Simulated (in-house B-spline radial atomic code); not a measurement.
## Binding energies in Pm VII (Pm6+)

NIST's tabulated ground configuration is [Kr] 4d10 4f3 5s2 5p4; each binding energy is the energy of the ion with one electron taken from that subshell, relaxed, less that of the parent. Method: Dirac-Hartree-Fock, average of configuration, Fermi nucleus of rms radius 4.962 fm. Calculated with a radial B-spline atomic code at the basis-set limit. Energies include first-order Breit, QED and recoil terms.

```
subshell  X-ray name  binding energy (eV)  -ε (eV)  relaxation (eV)
      3s          M1               1752.2   1773.1             17.1
   3d3/2          M4               1151.6   1171.6             18.9
   3d5/2          M5               1127.7   1147.0             18.6
      4s          N1                436.9    443.2              5.4
   4d3/2          N4                224.1    228.7              4.5
   4d5/2          N5                219.7    224.1              4.4
      5s          O1                122.8    123.6              0.6
      5p        O2,3                98.17    98.72             0.48
      4f        N6,7                91.73    94.68             3.09
```

Relaxation = -ε minus the binding energy without Breit, QED and recoil terms.

Question: What does it cost to remove both a 4d5/2 and a 4d3/2 electron?

Answer: 471.01 eV, which is 27.17 eV more than the two single binding energies together.
